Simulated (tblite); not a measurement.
Species: C3H6NSi2 (doublet state).
Atom-mapped SMILES: `[N:1]#[C:2][C:3]1[SiH2:4][CH2:5][SiH2:6]1` (hydrogens: H7, H8 on Si4; H9, H10 on C5; H11, H12 on Si6)

A start from a force field or distance geometry was refined with GFN2-xTB geometry optimisation, gas phase in tblite 0.8.0. Values at the start:

```json
{"coordinate": "N1≡C2", "start": "1.168 Å"}
{"coordinate": "C2–C3", "start": "1.496 Å"}
{"coordinate": "C3–Si4", "start": "1.872 Å"}
{"coordinate": "Si4–C5", "start": "1.885 Å"}
{"coordinate": "Si4–H7", "start": "1.480 Å"}
{"coordinate": "C5–H9", "start": "1.112 Å"}
{"coordinate": "N1–C2–C3", "start": "179.2°"}
{"coordinate": "C2–C3–Si4", "start": "108.1°"}
{"coordinate": "C3–Si4–C5", "start": "85.8°"}
{"coordinate": "Si4–C3–Si6", "start": "85.9°"}
{"coordinate": "Si4–C5–Si6", "start": "85.1°"}
```

Q: How do these coordinates change at the GFN2-xTB level?

A: 
```tsv
coordinate	GFN2-xTB (Å or °)	change
C2–C3	1.348	-0.148
Si4–C5	1.922	+0.037
C3–Si4	1.900	+0.028
C5–H9	1.087	-0.025
Si4–H7	1.463	-0.017
N1≡C2	1.165	-0.003
C2–C3–Si4	132.1	+24.0
Si4–C3–Si6	95.9	+10.0
Si4–C5–Si6	94.5	+9.4
C3–Si4–C5	84.8	-1.0
N1–C2–C3	179.9	+0.7
```

The energy falls by 1.141 eV over 80 L-BFGS steps, the largest force on an atom goes from 3.91 to 0.008 eV/Å, and the atoms move by 1.141 Å rms after alignment. The bond that changes most is C2–C3 (ends: carbon bonded to C and N; carbon bonded to C and 2 Si), which shortens by 0.148 Å. Bonds longer at the end by more than 0.005 Å: 6 of 12; shorter: 5. Among the dihedrals that turn most is C2–C3–Si4–H7, from -174° to -64°. Rotational constants go from 3443, 2156, 1674 to 3636, 1801, 1248 MHz.

Hardware: one thread, Arm Neoverse V1 (aarch64), shared host with 32 logical CPUs at a one-minute load of 9.3. Cost: 0.48 s of wall time.

Its GFN2-xTB frequencies are all real (lowest 46 cm⁻¹).

These are computed values.
